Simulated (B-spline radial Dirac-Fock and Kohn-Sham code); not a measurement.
Binding energies of Sm⁺ in different valence configurations

The computed values come from a radial finite-basis atomic code: Dirac-Fock (average of configuration) total-energy differences with a finite nucleus, the Breit interaction including its frequency dependence, and self-energy and vacuum-polarisation corrections. Correlation energy is missing from these numbers.

Reference: the tabulated ground configuration [Xe] 4f6 6s1, with 1s 46843.1 eV, 2p1/2 7322.5 eV, 3s 1739.2 eV, 3p3/2 1432.3 eV, 4d3/2 148.7 eV, 5p3/2 32.56 eV, Kα1 40116.3 eV, Kβ1 45410.8 eV, Lα1 5635.9 eV, Lβ2 6582.8 eV.

Q: One of these configurations gives the following shifts from the reference, in eV: average energy +2.77, 1s +1.24, 2p1/2 +1.23, 3s +1.21, 3p3/2 +1.23, 4d3/2 +1.22, 5p3/2 +1.16, Kα1 +0.01, Kβ1 +0.01, Lα1 0.00, Lβ2 0.00. Which?
A. [Xe] 4f6 6p1
B. [Xe] 4f5 5d1 6s1
C. [Xe] 4f5 6s1 6p1
D. [Xe] 4f4 5d2 6s1

A: A. The others give [Xe] 4f5 6s1 6p1: 1s +11.56; [Xe] 4f4 5d2 6s1: 1s +15.85; [Xe] 4f5 5d1 6s1: 1s +7.57.
